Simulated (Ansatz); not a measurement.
`O[Si](F)(Cl)Br` and `O[Si]([SiH3])(Cl)Br` differ in one atom or group.

Ansatz, PBE0-D4/def2-TZVP geometries, multiplicity 1. Each molecule was computed in one conformer, which needn't be the lowest.

Scalar relativity is left out up to krypton.

| property | `O[Si](F)(Cl)Br` |
| --- | --- |
| HOMO energy (ωB97M-V/def2-TZVPP) / eV | -11.22 |
| ideal-gas entropy at 298 K and 1 bar (rigid rotor, harmonic PBE0-D4/def2-TZVP) / J/(mol·K) | 353 |
| HOMO energy (PBE/def2-TZVPP) / eV | -7.66 |
| LUMO energy (B3LYP/def2-TZVPP) / eV | -0.42 |
| HOMO energy (B3LYP/def2-TZVPP) / eV | -8.72 |
| size of the dipole moment (PBE/def2-TZVPP) / D | 1.63 |

(1) Give the same properties after the change, and the shifts. (An estimate is asked.)

Results:

(1) The calculation gave: 
| property | `O[Si]([SiH3])(Cl)Br` | shift |
| --- | --- | --- |
| HOMO energy (ωB97M-V/def2-TZVPP) / eV | -10.39 | 0.83 |
| ideal-gas entropy at 298 K and 1 bar (rigid rotor, harmonic PBE0-D4/def2-TZVP) / J/(mol·K) | 395 | 42 |
| HOMO energy (PBE/def2-TZVPP) / eV | -7.16 | 0.50 |
| LUMO energy (B3LYP/def2-TZVPP) / eV | -0.62 | -0.20 |
| HOMO energy (B3LYP/def2-TZVPP) / eV | -8.13 | 0.59 |
| size of the dipole moment (PBE/def2-TZVPP) / D | 0.92 | -0.71 |

With PBE0 the HOMO rises by 0.66 eV and the LUMO falls by 0.35 eV, so the gap narrows by about 1.01 eV. PBE moves the HOMO by 0.50 eV and ωB97M-V by 0.83 eV. The zero-point energy changes by 58.2 kJ/mol with +9 modes. Dipoles are sizes alone; their direction can turn.

B3LYP here is the variant with VWN-RPA as its local correlation; programs differ in this.

Spin–orbit coupling is left out; it splits and shifts lone-pair levels of the heavy atoms by tenths of an eV.
